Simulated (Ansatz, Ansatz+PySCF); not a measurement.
```yaml
atoms:
  - { symbol: C, position_ang: [-0.0229, 0.0238, -0.7029] }
  - { symbol: C, position_ang: [0.0451, -0.0141, 0.6490] }
  - { symbol: H, position_ang: [0.0071, -0.9752, -1.2178] }
  - { symbol: H, position_ang: [-0.0247, 0.8992, -1.2697] }
  - { symbol: H, position_ang: [0.0182, -0.9572, 1.2018] }
  - { symbol: H, position_ang: [0.0414, 0.9100, 1.2587] }
```

Basis set: def2-SVP (spherical functions). Correlated methods keep 2 orbitals frozen. Charge 0, multiplicity 1.

Computed with Ansatz (development build ahead of 0.2.0); each method stands on the lowest determinant of its kind that the runs found. Restricted open shells among the atoms or ions are ROHF, correlated in semicanonical orbitals with singles. Restricted functionals stand beside restricted open-shell atoms, which can lie above the unrestricted atoms usual in DFT and then raise those values.

The atomization energy at this shape (free ground-state atoms in the same class of orbitals less the molecule, no zero-point energy) of singlet C₂H₄:

```tsv
method	atomization energy
ωB97X (restricted)	2356.1 kJ/mol
ωB97X (unrestricted)	2342.2 kJ/mol
r²SCAN (unrestricted)	2350.3 kJ/mol
r²SCAN (restricted)	2365.2 kJ/mol
PBE0 (unrestricted)	2359.7 kJ/mol
PBE0 (restricted)	2368.2 kJ/mol
PBE (restricted)	2397.1 kJ/mol
PBE (unrestricted)	2390.6 kJ/mol
RHF-CCSD(T)	2260.1 kJ/mol
RHF-MP2	2261.7 kJ/mol
UHF-MP2	2245.5 kJ/mol
UHF	1798.9 kJ/mol
```

Q: What does RHF give?

A: 1819.6 kJ/mol. Caution for UHF-MP2: another reference gives a lower total.
